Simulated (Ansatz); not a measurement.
Consider the cleavage of the Ga–Si bond: `[F][GaH][SiH3]` + HBr → `[F][GaH][Br]` + SiH₄.

Isolated molecules relaxed with PBE0-D4/def2-TZVP in Ansatz; ΔE leaves out vibrations. CCSD(T)/CBS adds triple-zeta CCSD(T) − MP2 to the extrapolated MP2 energy (def2 sets, frozen cores). This one scheme is used for every species. Functionals use def2-TZVPP. For Br, Ga outer-core shells are correlated without core-valence functions, which leaves a few kJ/mol of doubt a bond. Scalar relativity is left out up to krypton.

```csv
level,ΔE (eV)
BLYP-D4,-1.07
CAM-B3LYP-D4,-1.16
```

**Question.** What does CCSD(T)/CBS give? (Estimate.)

**Answer.** The calculation gave: -1.16 eV. The listed levels differ from it by 0.09, 0.00 eV.

**Question.** What do rigid-rotor, harmonic-oscillator terms from PBE0-D4/def2-TZVP frequencies (298.15 K, 1 bar) make of the CCSD(T)/CBS value? (Best estimate.)

**Answer.** Computed: ΔZPE = +0.05 eV, ΔH = -1.14 eV, ΔS = -24 J/(mol·K), ΔG = -1.06 eV. Modes under 50 cm⁻¹ make the entropy rough.

Largest T1 diagnostic among the species: 0.014.

From BLYP to BHLYP (50 % exact exchange), in def2-TZVPP and without D4, ΔE moves by −0.17 eV. At CCSD(T), def2-SVP lies −0.06 eV from the extrapolated value and def2-TZVPP −0.02 eV. Leaving LDA and LC-ωPBE aside and taking each functional with its dispersion term where it has one, the values, not all of them listed here, spread over 0.23 eV, from BHLYP-D4 to PBE-D4.
